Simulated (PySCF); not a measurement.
## Working out the ionisation energy of Xe

Xe [Xe] (1S) → Xe+ [Kr] 4d10 5s2 5p5 (2P). Calculation: PySCF 2.14, in dyall-av2z (22s16p12d, 130 functions); the non-relativistic Hamiltonian (point nucleus). Frozen: [Kr] 4d10; the 62 highest virtual orbitals dropped. Energies in hartree (1 hartree = 27.21139 eV):

```json
{"part": "UHF", "Xe (lower)": "-7232.127661", "Xe+ (upper)": "-7231.700413"}
{"part": "MP2 opposite-spin", "Xe (lower)": "-0.083908", "Xe+ (upper)": "-0.068009"}
{"part": "MP2 same-spin", "Xe (lower)": "-0.030966", "Xe+ (upper)": "-0.022465"}
```

Question: What does Hartree-Fock give?

Answer: (-7231.700413) − (-7232.127661) = 0.427248 hartree = 11.626 eV.

Question: What do MP2 and SCS-MP2 (6/5 opposite-spin, 1/3 same-spin) give?

Answer: The opposite-spin parts differ by 0.433 eV and the same-spin parts by 0.231 eV. MP2: 11.626 + (0.433) + (0.231) = 12.290 eV. SCS-MP2: 11.626 + 1.2 × (0.433) + (0.231)/3 = 12.223 eV.

Measured between the centres of the two terms (NIST): 12.565 eV, so MP2 (valence) is off by -0.275 eV.

The calculation is non-relativistic.

A double-zeta basis recovers only part of the correlation energy.

What remains against the reference includes basis incompleteness, the frozen core and correlation beyond second order.
